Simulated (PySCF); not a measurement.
# Deuteron quadrupole couplings in `PP(=S)(C1CC1)C1CC1`

Species: C₆H₁₂P₂S.
Geometry (GFN2-xTB, Å), atoms numbered from 1 in this order:
```
atom  x, y, z in Å
P1     0.6220    1.6823    1.6580
P2     0.0458    0.6959   -0.2232
S3    -0.3416    1.8395   -1.7486
C4     1.3799   -0.5177   -0.5190
C5     2.7676   -0.1879   -0.0558
C6     1.9845   -1.2463    0.6434
C7    -1.3459   -0.3736    0.2994
C8    -2.2993   -0.8338   -0.7642
C9    -2.7264    0.2077    0.2119
H10   -0.6574    2.2252    1.7481
H11    1.0974    2.7949    0.9712
H12    1.2635   -1.0364   -1.4651
H13    2.9139    0.7536    0.4622
H14    3.5996   -0.4725   -0.6822
H15    1.6064   -1.0211    1.6331
H16    2.2622   -2.2805    0.5053
H17   -1.1113   -1.0431    1.1195
H18   -2.1067   -0.5101   -1.7779
H19   -2.7077   -1.8298   -0.6852
H20   -3.4390   -0.0500    0.9809
H21   -2.8164    1.2209   -0.1576
```

Level: PBE0/pcSseg-1 (PySCF, non-relativistic); Q(2H) = 0.00286 b; rigid geometry, the same for H and D, with no vibrational averaging.

Task: Rank these positions by the coupling χzz of a deuteron there, largest first.
A. H14 (methylene hydrogen)
B. H10 (P–H hydrogen)
C. H21 (methylene hydrogen)

Result: A (222 kHz), C (214 kHz), B (135 kHz).

Task: What are Vzz, η and χzz (234.96 MHz × Q × Vzz) at all hydrogens?

Result: 
| atom | bonded to | bond length (Å) | Vzz (au) | η | χzz (kHz) |
| --- | --- | --- | --- | --- | --- |
| H10 | P1 | 1.393 | 0.2015 | 0.08 | 135 |
| H11 | P1 | 1.391 | 0.2015 | 0.07 | 135 |
| H12 | C4 | 1.085 | 0.3188 | 0.09 | 214 |
| H13 | C5 | 1.085 | 0.3201 | 0.09 | 215 |
| H14 | C5 | 1.080 | 0.3306 | 0.07 | 222 |
| H15 | C6 | 1.083 | 0.3201 | 0.07 | 215 |
| H16 | C6 | 1.080 | 0.3309 | 0.07 | 222 |
| H17 | C7 | 1.084 | 0.3226 | 0.09 | 217 |
| H18 | C8 | 1.081 | 0.3192 | 0.06 | 214 |
| H19 | C8 | 1.079 | 0.3321 | 0.06 | 223 |
| H20 | C9 | 1.080 | 0.3318 | 0.06 | 223 |
| H21 | C9 | 1.082 | 0.3186 | 0.06 | 214 |

Task: Average by the element that carries the hydrogen.

Result: on P: 135 kHz over 2 positions, mean bond length 1.392 Å; on C: 218 kHz over 10 positions, mean bond length 1.082 Å.

Isolated species at its GFN2-xTB geometry (one conformer only). GFN2-xTB bond lengths can be off by several hundredths of an ångström, more for odd bonds, and the gradients follow them. These gradients aren't converged with respect to the basis.
